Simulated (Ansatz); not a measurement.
The same path of H2Se + H4OSi (9 atoms, charge 0, multiplicity 1) was run twice with different band settings. Lost on the way: Si1–O2, H6–Se7. Made: Si1–Se7, O2–H6.

Computed with RKS PBE0/def2-SVP in Ansatz.

Relaxed end points:

```xyz
9
Properties=species:S:1:pos:R:3
Si -1.270 -0.992 0.355
O -0.197 0.236 0.736
H -2.240 -0.565 -0.701
H -0.438 -2.119 -0.142
H -2.050 -1.417 1.558
H 1.658 0.770 -0.184
Se 2.913 1.242 -0.799
H -0.565 1.037 1.122
H 2.188 1.809 -1.946
```

```xyz
9
Properties=species:S:1:pos:R:3
Si -0.692 -0.746 -0.640
O 0.719 0.320 2.023
H -1.465 -1.223 -1.826
H -0.269 -1.906 0.185
H -1.540 0.218 0.114
H 1.259 0.569 1.259
Se 1.256 0.254 -1.359
H 0.185 1.106 2.179
H 0.548 1.408 -1.934
```

Common settings: movable images 7; climbing image yes; optimiser quadratic models (default); start path through a guess of the saddle point; force threshold 0.05 eV/Å; iteration limit 60; end points relaxed.

| run | spring |
| --- | --- |
| 1 | 5.0 eV/Å² |
| 2 | 0.1 eV/Å² |

**Question.** What does each run give, and how far can it be trusted?

**Answer.** Run 1: converged after 23 iterations, highest image 1.050 eV above the first end. A vibrational analysis at the climbing image gives one clearly imaginary mode, 169i cm⁻¹: a first-order saddle point.
Run 2: converged after 22 iterations, highest image 1.049 eV above the first end. Another band between the same ends (7 images) ends at a top of the same energy, where a vibrational analysis finds 1 clearly imaginary mode.
The orbitals stay closed-shell, which can raise the energy where a bond breaks towards radicals; this wasn't checked here.
